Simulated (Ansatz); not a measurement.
Input file for C₂H₁₀ClNSi₂, SMILES `CN(C)[SiH]([SiH3])Cl`:

```yaml
crystal:
  periodic: [false, false, false]
  atoms:
    - {symbol: C, position_ang: [-0.235076, 0.351061, -1.547249]}
    - {symbol: N, position_ang: [0.063559, -0.596692, -0.499137]}
    - {symbol: C, position_ang: [0.438506, -1.901370, -0.996715]}
    - {symbol: Si, position_ang: [0.470899, -0.106486, 1.080604]}
    - {symbol: Si, position_ang: [-0.845291, 1.688991, 1.795230]}
    - {symbol: Cl, position_ang: [2.446311, 0.543940, 1.283687]}
    - {symbol: H, position_ang: [0.627171, 0.524540, -2.205393]}
    - {symbol: H, position_ang: [-1.063096, -0.012322, -2.167214]}
    - {symbol: H, position_ang: [-0.530490, 1.314858, -1.127020]}
    - {symbol: H, position_ang: [0.623923, -2.587122, -0.168113]}
    - {symbol: H, position_ang: [-0.367867, -2.321612, -1.609340]}
    - {symbol: H, position_ang: [1.345451, -1.861968, -1.615407]}
    - {symbol: H, position_ang: [0.377285, -1.308482, 1.944637]}
    - {symbol: H, position_ang: [-2.294235, 1.374055, 1.666305]}
    - {symbol: H, position_ang: [-0.545816, 2.902769, 0.988451]}
    - {symbol: H, position_ang: [-0.534232, 1.973239, 3.220875]}
basis:
  gaussian: {orbitals: def2-TZVPP}
correlation: {method: ccsd_t}
output: {orbitals: {seedname: orbitals}}
```

```sh
$ ansatz run in.yaml --threads 8 --pin off --events-out ev --progress --plain
```

Log, shortened:

```
Functional definition: HF
2071 factors; integrals over basis functions are off by at most 8.9e-4 eV
mean field evaluation 1: about -31928.7489 eV, gradient 3.6e1 eV
mean field evaluation 2: about -31929.1173 eV, gradient 3.7e1 eV
mean field evaluation 4: about -31933.1060 eV, gradient 5.5e0 eV
mean field evaluation 8: about -31933.2054 eV, gradient 3.1e-1 eV
mean field -31933.20588887 eV, -1173.5236713116 hartree, gradient 7.0e-6 eV, S^2 0.000000; 0 other end points of the search recorded, 0 dependent functions left out
18 core orbitals not correlated: weight in the atoms' cores, before any rotation towards them, 1.000 or more for the frozen orbitals, at most 0.000 for the correlated occupied ones
reference -31933.20588887 eV, -1173.5236713116 hartree; 19, 19 occupied and 322, 322 virtual orbitals, 2071 factors
second order -27.29340310 eV of doubles, -0.00000000 eV of singles
cycle   1  -28.58287238 eV  change    -1.3e0 eV  update   1.1e-1
cycle   2  -29.33330031 eV  change   -7.5e-1 eV  update   3.3e-2
cycle   3  -29.45382997 eV  change   -1.2e-1 eV  update   1.6e-2
cycle   4  -29.44223657 eV  change    1.2e-2 eV  update   4.1e-3
cycle   5  -29.44100805 eV  change    1.2e-3 eV  update   2.0e-3
cycle   6  -29.44120946 eV  change   -2.0e-4 eV  update   6.4e-4
cycle   7  -29.44096871 eV  change    2.4e-4 eV  update   2.8e-4
cycle   8  -29.44099422 eV  change   -2.6e-5 eV  update   9.7e-5
cycle   9  -29.44102347 eV  change   -2.9e-5 eV  update   3.6e-5
perturbative correction -1.17541034 eV, -0.0431955331 hartree
Total energy: -31963.82232268 eV, -1174.6488045014 hartree
```

Run time 15 min (8 threads of a server CPU on a shared host); peak host memory 18 GiB.

The correlation energy is -30.616 eV, 3.8 % of it from (T); the T1 diagnostic reads 0.0112.
